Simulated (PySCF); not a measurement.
A geometry optimisation on `CBr` (CH3Br).

Computed with PBE0-D3(BJ)/def2-SVP geometry optimisation, gas phase (PySCF 2.14.0). Start geometry: MMFF94s. A driver script takes a list of jobs; this job's settings line and coordinates (Å) are shown.

Input:
```
{"job": {"xc": "PBE0", "basis": "def2-SVP", "d3": "d3bj", "grid": 1, "kind": "geom"}, "charge": 0, "multiplicity": 1}
C     -0.183762    -0.005282    -0.003882
Br     1.749925     0.050302     0.036970
H     -0.486535    -0.646681    -0.832818
H     -0.548709     1.012718    -0.147717
H     -0.530919    -0.411056     0.947447
```

Output:
```
step   0  E = -2613.37537504  max force = 0.005483
step   1  E = -2613.37543301  max force = 0.000818
step   2  E = -2613.37543439  max force = 0.000165
optimisation converged
```

Energies in Eh; «max force» is the largest Cartesian gradient component in Eh/bohr.

Task: Give the first gradient maximum in eV/Å.

Result: With 1 Eh/bohr = 51.422 eV/Å, 0.282 eV/Å.

Task: How much energy does the optimisation release, in kJ/mol?

Result: E(step 0) − E(last step) = 0.000059 Eh, which is 0.2 kJ/mol.

Main results: final energy -2613.37543 Eh after 2 steps; dipole 1.81 D.

Task: Give the final coordinates.

Result: 0.004 Å rms from the input after alignment:
```
atom  x, y, z in Å
C1    -0.1774   -0.0039   -0.0028
Br2    1.7509    0.0382    0.0279
H3    -0.4974   -0.6452   -0.8317
H4    -0.5448    1.0185   -0.1459
H5    -0.5311   -0.4077    0.9525
```

The run took about 2.5 s of CPU time (one thread, shared machine).
Labels such as C1 count atoms from 1, the log's own numbers from 0.
